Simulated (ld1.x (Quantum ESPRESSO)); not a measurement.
Mn (Z = 25): variants of one TM semilocal potential

Base potential:

```json
{
  "Element": "manganese (Mn)",
  "Generator": "ld1.x (Quantum ESPRESSO) 7.5",
  "Type": "norm-conserving Troullier–Martins (semilocal form)",
  "Functional": "LDA (PZ)",
  "Relativity": "scalar-relativistic",
  "Frozen core": "[Ne]",
  "Valence charge": "15",
  "Reference configuration": "3s2 3p6 3d5 4s2 4p0",
  "Partial waves": "3s (bound): rc 1.25 bohr; 3d (bound): rc 1.40 bohr; 3p (bound): rc 1.35 bohr",
  "Local potential": "the p channel",
  "Core correction": "a·sin(br)/r model core, default radius (core density twice the valence density)"
}
```

Occupied shells without a wave of their own: 4s. They enter only through the test configuration that unscreens the potential, and ld1.x also counts them in the model core charge.

Cutoffs, loose and tight: the cutoffs (Ry, on a coarse ladder) from which the occupation-weighted sum of valence levels, in a spherical-Bessel basis at the reference potential, stays within 10 and 1 mRy of its value at 400 Ry. They do not see the model core or the augmentation charge, which bear on the density cutoff. Test errors are all-electron minus pseudo excitation energies from the reference, over the configurations 3s2 3p6 3d5 4s1 4p0; 3s2 3p6 3d5 4s0 4p0; 3s2 3p6 3d4 4s0 4p0; 3s2 3p6 3d5 4s0 4p2; 3s2 3p6 3d4 4s2 4p1; 3s2 3p6 3d5 4s1 4p1; 3s2 3p6 3d5 4s0 4p1 (two spin-polarised tests are not counted in the largest error). A dash means not determined; rows that change the core or the reference have their own tests.

With those shells counted twice in exchange and correlation these files are broken, and their errors move erratically; no question is asked of them.

A semilocal file is local in each channel, so a ghost entry of none says nothing of the separable form that plane-wave codes build from it.

| change | outcome | cutoff, loose | cutoff, tight | bound ghosts | largest test error (meV) |
| --- | --- | --- | --- | --- | --- |
| base | generated, misses its reference levels by 0.51 eV | 120 Ry | 160 Ry | none | -3721 |
| all radii but the core radius scaled by about 0.77 (s 0.96, p 1.04, d 1.08 bohr) | generated | 180 Ry | 300 Ry | none | -1554 |
| all radii but the core radius scaled by about 0.81 (s 1.02, p 1.10, d 1.14 bohr) | generated | 160 Ry | 260 Ry | none | -1857 |
| all radii but the core radius scaled by about 0.91 (s 1.14, p 1.22, d 1.28 bohr) | generated, misses its reference levels by 0.28 eV | 140 Ry | 200 Ry | none | -2559 |
| all radii but the core radius scaled by about 0.96 (s 1.20, p 1.30, d 1.34 bohr) | generated, misses its reference levels by 0.38 eV | 120 Ry | 180 Ry | none | -3075 |
| all radii but the core radius scaled by about 1.03 (s 1.30, p 1.40, d 1.44 bohr) | generated, misses its reference levels by 0.58 eV | 110 Ry | 160 Ry | none | -4096 |
| all radii but the core radius scaled by about 1.10 (s 1.38, p 1.48, d 1.54 bohr) | generated, misses its reference levels by 0.85 eV | 100 Ry | 140 Ry | none | -5417 |
| all radii but the core radius scaled by about 1.19 (s 1.48, p 1.60, d 1.66 bohr) | generated, misses its reference levels by 1.06 eV | 90 Ry | 140 Ry | none | -6446 |
| all radii but the core radius scaled by about 1.23 (s 1.54, p 1.66, d 1.72 bohr) | generated, misses its reference levels by 1.28 eV | 90 Ry | 140 Ry | none | -7526 |
| all radii but the core radius scaled by about 1.30 (s 1.62, p 1.76, d 1.82 bohr) | generated, misses its reference levels by 1.52 eV | 80 Ry | 120 Ry | none | -8614 |
| all radii but the core radius scaled by about 1.38 (s 1.72, p 1.86, d 1.92 bohr) | generated, misses its reference levels by 1.76 eV | 70 Ry | 110 Ry | none | -9790 |

Reading the sweep of the scale of all radii but the core radius (base = 1) (base included, trends over the rows without a ghost): The loose cutoff falls from 180 Ry at 0.77 to 70 Ry at 1.38. A larger radius leaves more room for a smooth pseudo-wave, so fewer plane waves are needed; a smaller one forces it to follow the all-electron wave where it bends sharply. The median size of the test errors (rows with all tests solved) rises from 266.8 meV at 0.77 to 4796.5 meV at 1.38. More of the atom is replaced by a form fitted at one configuration, so other configurations suffer as the radius grows.
